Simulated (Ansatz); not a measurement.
Isomers of B₁₂⁺ (doublet), relaxed with r2SCAN-D4/def2-SVP; total energies from Ansatz at PBE0-D4/def2-TZVP.

```
isomer                                        description  energy (Eh)
     A           point group C2v; 24 × B–B 1.62 to 1.68 Å   -297.31835
     B  point group not assigned; 26 × B–B 1.55 to 1.94 Å   -297.31501
```

The isomers come from a short search, and lower ones may exist.

**Question.** Work out the relative energies (1 Eh = 2625.5 kJ/mol) and the Boltzmann populations at 1200 K from electronic energies alone (R = 8.314 J/mol/K).

**Answer.** ΔE: A 0.0, B 8.8 kJ/mol. RT = 9.98 kJ/mol. Factors exp(−ΔE/RT): A 1, B 0.414; sum 1.414. Populations: A 70.7 %, B 29.3 %. Zero-point energy, vibrational entropy and symmetry numbers are left out and can shift these; an error of 4 kJ/mol changes a ratio by a factor of 1.5. Over the other density-functional and correlated levels in def2 sets, the gap between A and B ranges from 24 to 31 kJ/mol.
